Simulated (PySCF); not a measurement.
## Calculated NMR parameters of p-xylene

```yaml
Formula: C8H10
SMILES: Cc1ccc(C)cc1
Point_group_of_the_computed_structure: C1
Degrees_of_unsaturation: 4
Carbon_signals: 3
Proton_signals: 2
```

Mapped SMILES: `[CH3:1][c:2]1[cH:3][cH:4][c:5]([CH3:6])[cH:7][cH:8]1`. Hydrogens are named by the atom that carries them.

Level of theory: shielding tensors at CAM-B3LYP/pcSseg-1 (GIAO), J couplings at B3LYP/pcJ-1 (without the spin–dipole term), PBE0-D3(BJ)/def2-SVP geometry, in PySCF (single conformer, averaged over atoms made equivalent by symmetry, fast rotation or ring inversion, no relativistic terms, no solvent model).

References, each an isolated molecule treated in the same way: TMS for ¹H, ¹³C.

```tsv
carbon	δC, type	δH (multiplicity, J in Hz)	HMBC from (abs. J ≥ 3 Hz)	span of the C tensor (ppm)
C1/C6	22.2, CH3	2.30 (s)	H(C3)/H(C4)/H(C7)/H(C8)	48
C2/C5	144.0, C	–	H(C3)/H(C4)/H(C7)/H(C8), H(C1)/H(C6)	246
C3/C4/C7/C8	138.0, CH	7.17 (s)	H(C3)/H(C4)/H(C7)/H(C8), H(C1)/H(C6)	224
```

Selected couplings (Hz, signed; the shortest-range and largest first, 30 at most; isotopes ¹³C, ¹H): ¹J(C3,H(C3)) 162.6, ¹J(C1,H(C1)) 132.6, ¹J(C2,C3) 62.3, ¹J(C1,C2) 48.2, ²J(C1,C3) 3.7, ³J(C1,C4) 4.0.

1. Carbon types of the structure: 2 × C, 4 × CH, 2 × CH3, which accounts for all hydrogens.
2. δC 144.0: substituted aromatic carbon.
3. δC 138.0: aromatic CH; the aromatic region.
4. δC 22.2: methyl carbon on an aromatic ring; a saturated carbon with 1 carbon neighbour and no heteroatom attached.
5. δH 7.17: hydrogen on an aromatic CH; the ring current deshields protons in the ring plane.
6. δH 2.30: hydrogen on a methyl carbon on an aromatic ring; benzylic-type position, deshielded by the ring.

Shifts are as computed, not scaled to solution data. Of 1211 compounds with measured shifts, 218 miss one by over three times the rms of a fit or turn the order of signals round; such compounds aren't used in these exercises.
